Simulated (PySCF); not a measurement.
**Electron correlation in Ga⁺ (gallium, charge +1)**

[Ar] 3d10 4s1 4p1, high-spin 3P determinant (an excited configuration). Computed with PySCF 2.14 in x2c-TZVPPall with one added diffuse shell each of s, p, d type (7s6p5d1f, 57 functions), with the spin-free X2C one-electron Hamiltonian (Gaussian nucleus). Frozen: [Ar] 3d10; 2 electrons correlated.

With two correlated electrons CCSD is exact within the correlated space (frozen core and kept virtual orbitals).

```tsv
level	correlation energy (mhartree)
CCSD	-3.90
```

Diagnostics: T1 = 0.0028, D1 = 0.0048, largest double amplitude 0.029.

Cost of the coupled-cluster step: roughly 0.28 core-seconds, for 2 correlated electrons.
